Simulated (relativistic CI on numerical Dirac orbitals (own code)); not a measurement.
**Ligand-field terms of d9**

Computed with a parametric ligand-field model of a d^n configuration (Racah B and C, spin-orbit zeta, crystal field), exact diagonalisation.

Field parameters in Wybourne normalisation: Oh B⁴₀ = 21Dq, B⁴₄ = √(5/14) B⁴₀. The field is a parameter set, without covalency.

(1) Ground term and bands for B = 930, C = 3950, ζ = 0 cm⁻¹, Oh, 10Dq = 6150 cm⁻¹?

(2) Ground term and bands for B = 430, C = 1710, ζ = 0 cm⁻¹, Oh, 10Dq = 38250 cm⁻¹?

(3) Ground term and bands for B = 820, C = 3410, ζ = 0 cm⁻¹, Oh, 10Dq = 34400 cm⁻¹?

(4) Ground term and bands for B = 720, C = 2580, ζ = 0 cm⁻¹, Oh, 10Dq = 15050 cm⁻¹?

(5) Ground term and bands for B = 950, C = 4890, ζ = 0 cm⁻¹, Oh, 10Dq = 17100 cm⁻¹?

Answers

(1) Ground term 2E with 3.00 electrons in the two orbitals of the cubic e set. Spin-allowed: 2T2 6150 cm⁻¹ (1626 nm). Lowest spin-forbidden: none.

(2) Ground term 2E with 3.00 electrons in the two orbitals of the cubic e set. Spin-allowed: 2T2 38250 cm⁻¹ (261 nm). Lowest spin-forbidden: none.

(3) Ground term 2E with 3.00 electrons in the two orbitals of the cubic e set. Spin-allowed: 2T2 34400 cm⁻¹ (291 nm). Lowest spin-forbidden: none.

(4) Ground term 2E with 3.00 electrons in the two orbitals of the cubic e set. Spin-allowed: 2T2 15050 cm⁻¹ (664 nm). Lowest spin-forbidden: none.

(5) Ground term 2E with 3.00 electrons in the two orbitals of the cubic e set. Spin-allowed: 2T2 17100 cm⁻¹ (585 nm). Lowest spin-forbidden: none.
